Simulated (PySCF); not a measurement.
Spin-state energies of [Fe(H2O)5]3+

[Fe(H2O)5]3+ holds Fe(III), d5, at total charge +3. The structure is a PBE0-D3(BJ)/def2-SVP, IEF-PCM water geometry optimised for multiplicity 6; coordination trigonal bipyramidal, point group C2, metal–donor distances 1.95–1.98 Å.

```
16

Fe    0.000    0.000    0.000
O    -1.010    1.667    0.026
H    -1.418    2.087    0.806
H    -1.190    2.215   -0.760
O     1.949   -0.041   -0.026
H     2.514    0.077    0.760
H     2.516   -0.185   -0.806
O    -0.004    0.039    1.976
H     0.182    0.811    2.542
H     0.016   -0.759    2.537
O     0.036    0.016   -1.976
H    -0.665   -0.366   -2.537
H     0.612    0.563   -2.542
O    -0.972   -1.684    0.000
H    -1.736   -1.899    0.569
H    -0.776   -2.453   -0.569
```

Method (PySCF 2.14, density fitting): CASSCF(5,5) with orbitals averaged over all microstates of the shell, strongly contracted NEVPT2 on the averaged canonical orbitals; basis x2c-TZVPall on the metal, x2c-SVPall elsewhere; spin-free X2C; IEF-PCM water; spin-orbit coupling by state interaction with the mean-field operator over all roots.

The unrestricted Kohn–Sham energies use the same basis, Hamiltonian, solvent and geometry. All energies are vertical, in cm⁻¹ above the lowest state with 2S+1 = 6; a negative value means that the lower spin is more stable. A dash marks a spin without a sound unrestricted solution.

```
method  2S+1 = 4  2S+1 = 2
  BP86      5024         –
 B3LYP      8105     16703
```

Q: What do CASSCF and NEVPT2 in the d shell give?

A: 
```json
{"method": "CASSCF", "2S+1 = 4": "24620", "2S+1 = 2": "37553"}
{"method": "NEVPT2", "2S+1 = 4": "17792", "2S+1 = 2": "28632"}
```

Q: How does exact exchange act on the 2S+1 = 4 state?

A: From BP86 (0 % exact exchange) to B3LYP (20 %) it moves by +3081 cm⁻¹ against the high-spin state, so more exact exchange favours high spin, the usual trend.

The functionals differ in more than their exact exchange.

The active space of the d orbitals alone lacks metal–ligand bonding pairs, which usually tilts NEVPT2 towards high spin.
